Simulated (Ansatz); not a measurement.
```yaml
crystal:
  periodic: [false, false, false]
  atoms:
    - {symbol: Ga, position_ang: [-0.841841, 1.531505, -0.197608]}
    - {symbol: C, position_ang: [0.342244, 0.035454, 0.207982]}
    - {symbol: N, position_ang: [1.407308, -0.338031, 0.761668]}
    - {symbol: C, position_ang: [0.614285, -1.409534, 0.087518]}
    - {symbol: H, position_ang: [-0.626460, 2.281471, -1.548706]}
    - {symbol: H, position_ang: [-2.004684, 1.827155, 0.799458]}
    - {symbol: H, position_ang: [1.015126, -1.811974, -0.838622]}
    - {symbol: H, position_ang: [0.094012, -2.116036, 0.728301]}
basis:
  gaussian: {orbitals: def2-SVPD, final_grid: {core_spheres: 1, valence_spheres: 1, degree: 5}}
hamiltonian: {xc: {name: PBE}}
accuracy: high
output: {forces: true}
```

```sh
$ ansatz run in.yaml --threads 2 --pin off --events-out ev --progress --plain --max-ram 4352MiB
```

Shortened log:

```
Functional definition: PBE
2634 factors; integrals over basis functions are off by at most 4.8e-9 eV
mean field evaluation 1: about -55975.6527 eV, gradient 5.7e1 eV
mean field evaluation 2: about -55920.7230 eV, gradient 1.4e2 eV
mean field evaluation 4: about -55982.1758 eV, gradient 1.7e1 eV
mean field evaluation 8: about -55982.8270 eV, gradient 4.3e-1 eV
mean field evaluation 16: about -55987.4121 eV, gradient 7.5e-2 eV
mean field -55987.41210168 eV, -2057.4994451057 hartree, gradient 9.6e-8 eV, S^2 0.000000; 0 other end points of the search recorded, 0 dependent functions left out
reference -55987.41211041 eV, -2057.4994454265 hartree; 27, 27 occupied and 103, 103 virtual orbitals, 2634 factors
Total energy: -55987.41211041 eV, -2057.4994454265 hartree
Atom 0 at    -0.841841     1.531505    -0.197608 Å, force     3.340930    -4.559807     1.095743 eV/Å
Atom 1 at     0.342244     0.035454     0.207982 Å, force    25.969841   -21.203762    11.151555 eV/Å
Atom 2 at     1.407308    -0.338031     0.761668 Å, force   -28.043398     3.673437   -15.780043 eV/Å
Atom 3 at     0.614285    -1.409534     0.087518 Å, force     0.077124    14.601197     2.889026 eV/Å
Atom 4 at    -0.626460     2.281471    -1.548706 Å, force    -0.569777     2.080843    -1.558535 eV/Å
Atom 5 at    -2.004684     1.827155     0.799458 Å, force    -1.947497     1.629059     0.786943 eV/Å
Atom 6 at     1.015126    -1.811974    -0.838622 Å, force    -0.648698     1.481183     2.812753 eV/Å
Atom 7 at     0.094012    -2.116036     0.728301 Å, force     1.821475     2.297850    -1.397442 eV/Å
Dipole moment:    -0.332505     0.107280    -0.174327 e Å
```

What is wrong with this run?

The integration grid is far too coarse. The run converged. The result belongs to that input, not to the molecule as meant.
